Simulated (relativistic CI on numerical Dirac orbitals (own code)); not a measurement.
Calculated levels, Te XXXIII

These numbers are calculated, not measured: Dirac-Coulomb-Breit CI, orbitals from a KLI potential per configuration, QED by a radiative potential, unscaled Slater integrals (own radial code, finite nucleus).

Configuration list (outside the closed core [Ne]): 3s2 3p6 3d2, 3s2 3p5 3d3, 3s 3p6 3d3, 3s2 3p6 3d 4s, 3s2 3p6 3d 4p, 3s2 3p6 3d 4d, 3s2 3p5 3d2 4s, 3s2 3p6 3d 4f, 3s2 3p5 3d2 4p, 3s2 3p5 3d2 4d, 3s 3p6 3d2 4s, 3p6 3d3 4p, 3s2 3p6 4s2, 3s 3p6 3d2 4p, 3s2 3p6 4s 4p, 3s2 3p6 3d 5s, 3s2 3p6 3d 5d, 3s2 3p6 3d 5g, 3p6 3d4, 3p5 3d5, 3p5 3d4 4s, 3p6 3d3 4s, 3p5 3d3 4s2, 3s2 3p6 4p2, 3s2 3p5 4s 4p2, 3s2 3p6 4s 4d, 3s2 3p5 4s2 4d, 3s 3p6 3d 4s2, 3s 3p6 4s2 4p, 3s 3p6 4s2 4d. Double excitations out of closed p, d and f shells are left out; levels of such configurations are missing from the list, as are those of other unlisted configurations, and high levels can miss mixing partners. These lack a partner that the ground configuration has and come out too high: 3s2 3p5 3d2 4p, 3s2 3p5 3d2 4d.

The lowest level is 3s2 3p6 3d2 3F_2, with 84 % of that term; Hund's rules for 3s2 3p6 3d2 give 3F with J = 2, in agreement.

```csv
No.,Configuration,Term,J,E (eV),%,Landé g,Lifetime (s)
1,3s2 3p6 3d2,3F,2,0.000,84,0.722,
2,3s2 3p6 3d2,3F,3,11.673,100,1.078,5.60e-05
3,3s2 3p6 3d2,3P,0,13.018,86,,1.97e-01
4,3s2 3p6 3d2,3F,4,18.688,68,1.166,4.00e-04
5,3s2 3p6 3d2,3P,2,18.719,46,1.182,7.65e-05
6,3s2 3p6 3d2,3P,1,21.079,100,1.496,1.73e-04
7,3s2 3p6 3d2,1G,4,30.477,68,1.074,3.53e-05
8,3s2 3p6 3d2,3P,2,33.420,53,1.247,2.96e-05
9,3s2 3p6 3d2,1S,0,51.414,86,,9.09e-06
10,3p5 3d3(4F),5F°,2,165.654,35,1.135,2.01e-09
11,3p5 3d3(4F),5D°,1,166.514,47,0.966,1.46e-09
12,3p5 3d3(4F),5D°,0,168.965,86,,2.45e-09
13,3p5 3d3(4F),5F°,3,170.724,46,1.193,2.07e-09
14,3p5 3d3(4F),5F°,4,175.657,47,1.274,3.05e-09
15,3p5 3d3(4P),5D°,3,176.141,32,1.206,1.27e-09
16,3p5 3d3(4P),5S°,2,176.407,50,1.760,7.35e-10
17,3p5 3d3(2G),3F°,2,178.654,39,1.064,6.90e-10
18,3p5 3d3(4F),5D°,1,179.759,38,0.804,1.90e-10
19,3p5 3d3(4F),5G°,5,180.181,42,1.265,1.66e-09
20,3p5 3d3(4P),5D°,4,181.953,40,1.288,2.22e-09
21,3p5 3d3(4F),3G°,3,182.247,43,0.996,6.84e-10
22,3p5 3d3(4F),5G°,6,183.691,45,1.213,2.62e-03
23,3p5 3d3(4F),3G°,4,186.331,39,1.104,3.94e-09
24,3p5 3d3(2D),3P°,0,187.265,59,,8.39e-08
25,3p5 3d3(2P),3D°,3,188.441,24,1.223,1.28e-09
26,3p5 3d3(4P),3D°,2,188.858,26,1.228,7.80e-10
27,3p5 3d3(2P),3S°,1,189.680,34,1.600,2.05e-10
28,3p5 3d3(4F),3G°,5,190.982,38,1.218,9.14e-09
29,3p5 3d3(2G),3F°,2,192.087,31,1.133,5.88e-10
30,3p5 3d3(2G),3G°,4,192.131,43,1.127,1.03e-09
31,3p5 3d3(2G),3H°,5,193.279,36,1.153,3.40e-10
32,3p5 3d3(4P),5D°,4,193.628,31,1.223,2.15e-09
33,3p5 3d3(4F),5G°,6,194.538,42,1.153,6.22e-05
34,3p5 3d3(2P),3D°,2,196.161,34,1.300,6.81e-11
35,3p5 3d3(2D),3D°,3,196.829,39,1.188,1.24e-10
36,3p5 3d3(2D),3P°,1,199.531,65,1.526,1.64e-10
37,3p5 3d3(2G),3H°,5,199.556,41,1.058,2.92e-10
38,3p5 3d3(2H),3I°,7,199.792,100,1.138,1.78e-04
39,3p5 3d3(2D),3D°,3,199.793,43,1.269,6.02e-11
40,3p5 3d3(2G),3F°,2,201.161,26,1.166,2.66e-11
41,3p5 3d3(2D),3F°,4,202.251,70,1.187,4.56e-10
42,3p5 3d3(4P),5P°,3,203.595,44,1.379,1.47e-10
43,3p5 3d3(2P),1P°,1,203.693,31,0.864,1.34e-11
44,3p5 3d3(2G),3F°,2,204.799,28,0.945,9.14e-12
45,3p5 3d3(2F),3F°,3,206.003,44,1.096,2.10e-11
```

Energies count from the lowest computed level; ° marks odd parity; lifetimes are radiative, by E1, M1, E2, M2, E3 decay to levels of this space only. Percentages are summed over parent terms; the parents shown are those of the largest component, closed shells are left out there.

The mean weight of the leading LS term, summed over parents, in these 45 levels is 50 %, and that of the leading jj configuration (from the same eigenvectors) 74 %, so jj coupling describes them better and the LS labels are nominal.

At this charge energies of transitions that change n are usually good to better than 1 %, and those within a shell (Δn = 0) to a few per cent. Terms inside the open d or f shell come out 10 to 20 % too wide with unscaled integrals.

LS names give the leading component of a level, which can be under half, so a name can repeat, a term be missing and a line seem to break the LS rules.
